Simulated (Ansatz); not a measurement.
C2-, multiplicity 2 (the spin of the measured ground state), most abundant isotopes (12.0000 and 12.0000 u). Constants from fifth-degree fits in 1/R to seven points on the lowest solution found; no spin–orbit coupling, no relativity up to Kr; ω_e x_e and α_e move by some per cent with the fit.

Cores are frozen in the correlated methods. CBS: X⁻³ extrapolation of the correlation energy, Hartree–Fock from the larger set.

Codes used: Ansatz (an electronic-structure program) with Gaussian orbitals. 

```csv
level,r_e (Å),ω_e (cm⁻¹),ω_e x_e (cm⁻¹),α_e (cm⁻¹)
PBE/def2-TZVPP,1.2675,1811.0,11.1,0.0159
"CCSD(T)/CBS(aug-cc-pVTZ, aug-cc-pVQZ)",1.2703,1781.9,11.5,0.0163
```

Derive the rotational constants, the centrifugal constant, the fundamental, the zero-point energy and the force constant.


μ = 6.00000 u.
- PBE/def2-TZVPP: B_e = 16.8576/(μ r_e²) = 1.7489 cm⁻¹; B₀ = B_e − α_e/2 = 1.7410 cm⁻¹; D = 4B_e³/ω_e² = 6.52e-06 cm⁻¹; fundamental ω_e − 2ω_e x_e = 1789 cm⁻¹; zero-point energy ω_e/2 − ω_e x_e/4 = 903 cm⁻¹; k = μ(2πcω_e)² = 1160 N/m
- CCSD(T)/CBS(aug-cc-pVTZ, aug-cc-pVQZ): B_e = 16.8576/(μ r_e²) = 1.7411 cm⁻¹; B₀ = B_e − α_e/2 = 1.7329 cm⁻¹; D = 4B_e³/ω_e² = 6.65e-06 cm⁻¹; fundamental ω_e − 2ω_e x_e = 1759 cm⁻¹; zero-point energy ω_e/2 − ω_e x_e/4 = 888 cm⁻¹; k = μ(2πcω_e)² = 1120 N/m

Measured for the ground state: r_e 1.2682 Å [Huber and Herzberg (1979), NIST Chemistry WebBook]; ω_e 1781.2 cm⁻¹ [Irikura, J. Phys. Chem. Ref. Data 36, 389 (2007)].
